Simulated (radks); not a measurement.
Ti3+, configuration [Ne] 3s2 3p5.75 3d1 4f0.25 (fractional occupations, a model configuration).

Calculated with a radial shooting solver on a logarithmic mesh with Libxc functionals: non-relativistic Kohn-Sham, MS2 meta-GGA, spin-polarised, spherical densities, point nucleus; open shells are filled with parallel spins first; meta-GGA in the generalised Kohn-Sham scheme.

Energy parts (hartree):
total: -846.94544
kinetic: 846.22285
electron-nucleus: -1980.38387
Hartree: 328.09846
exchange-correlation: -40.88287

Orbitals (lengths in bohr, moments of r in powers of bohr; r(90%) holds 90 % of the orbital's charge):
orbital  occ.  eigenvalue (hartree)     <r^2>   <1/r>      <r>  r(90%)
1s up       1             -179.6051  0.006596   21.54  0.07010   0.125
1s down     1             -179.6016  0.006596   21.54  0.07010   0.125
2s up       1             -21.14548    0.1256   4.513   0.3261   0.506
2s down     1             -21.13208    0.1254   4.516   0.3258   0.505
2p up       3             -17.79088    0.1041   4.428   0.2907   0.477
2p down     3             -17.77527    0.1039   4.430   0.2905   0.477
3s up       1              -3.69194     1.127   1.404   0.9919    1.47
3s down     1              -3.62870     1.133   1.400   0.9943    1.48
3p up       3              -2.77747     1.282   1.295    1.049    1.59
3p down  2.75              -2.71161     1.290   1.291    1.052    1.60
3d up       1              -1.38805     1.852   1.035    1.227    2.01
3d down     0              -1.31768     1.883   1.031    1.236    2.04
4f up    0.25              -0.37082     26.59  0.2336    4.876    7.10

The highest occupied level is 4f up at -10.090 eV. The configuration is held as typed, so some empty levels lie below it. The electron density at the nucleus is 7144 e/bohr^3.
